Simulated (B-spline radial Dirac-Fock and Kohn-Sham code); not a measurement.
**X-ray form factors of tellurium in several charge states**

Method: relativistic Hartree-Fock (Dirac-Fock) wave functions, averaged over the configuration. Computed with a radial atomic solver.

Configurations: Te¹⁵⁺ [Kr] 4d1; Te¹⁷⁺ [Ar] 3d10 4s2 4p5; Te²¹⁺ [Ar] 3d10 4s2 4p1; Te²³⁺ [Ar] 3d10 4s1; Te²⁴⁺ [Ar] 3d10. The first column is f₀ of Te¹⁵⁺, the others are differences from it.

```csv
s (Å⁻¹),Te¹⁵⁺,Δ Te¹⁷⁺,Δ Te²¹⁺,Δ Te²³⁺,Δ Te²⁴⁺
0,37.000,-2.000,-6.000,-8.000,-9.000
0.1,36.443,-1.890,-5.706,-7.626,-8.589
0.2,34.871,-1.591,-4.895,-6.591,-7.450
0.3,32.550,-1.179,-3.755,-5.124,-5.829
0.4,29.828,-0.748,-2.523,-3.519,-4.046
0.5,27.037,-0.377,-1.411,-2.045,-2.394
0.7,22.118,+0.042,-0.008,-0.108,-0.181
0.9,18.485,+0.101,+0.327,+0.433,+0.483
1.1,15.780,+0.024,+0.141,+0.229,+0.283
1.4,12.513,-0.059,-0.163,-0.199,-0.209
```
